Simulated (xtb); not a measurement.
C4H9NSi, SMILES C#C[Si@H](C)NC. All values are semi-empirical tight-binding results from xtb (GFN2-xTB unless named), good for trends rather than for accurate numbers. Coordinates come from a GFN2-xTB optimisation. The structure was generated by enumeration; whether it is a known compound was not checked. The values are those of a single conformer.

Optimised geometry:

```xyz
15

C     -0.9517     1.4335     2.0907
C     -0.7217     0.8873     1.0451
Si    -0.3609     0.0663    -0.5804
C     -1.6013    -1.3236    -0.9232
N      1.1825    -0.6727    -0.4013
C      2.3663     0.0535    -0.0127
H     -1.1531     1.9048     3.0102
H     -0.4567     1.1159    -1.6182
H     -1.5594    -2.0957    -0.1618
H     -1.4224    -1.7936    -1.8854
H     -2.6109    -0.9273    -0.9360
H      1.4031    -1.4708    -0.9774
H      2.8691     0.5280    -0.8636
H      2.0792     0.8319     0.6907
H      3.0761    -0.6160     0.4771
```

Computed properties:
orbital gap: 4.63 eV
dipole moment: 1.14 D
zero-point energy: 73.4 kcal/mol
G − E(el) at 298.15 K (modified RRHO): 52.0 kcal/mol
static polarisability (D4 model): 82.9 bohr³
solvation energy, GFN2-xTB/ALPB(water): -1.6 kcal/mol
solvation energy, GFN2-xTB/ALPB(methanol): -5.8 kcal/mol

Give the atomic charges and the Wiberg bond orders between heavy atoms. (Estimate from the structure and the level; the computed values follow.)

charges (e) C1 -0.08, C2 -0.12, Si3 0.49, C4 -0.20, N5 -0.32, C6 -0.03, H7 0.07, H8 -0.09, H9 0.02, H10 0.01, H11 0.01, H12 0.14, H13 0.02, H14 0.03, H15 0.03. Bond orders C1–C2 2.93, C2–Si3 0.90, Si3–C4 0.87, Si3–N5 1.12, N5–C6 1.04.
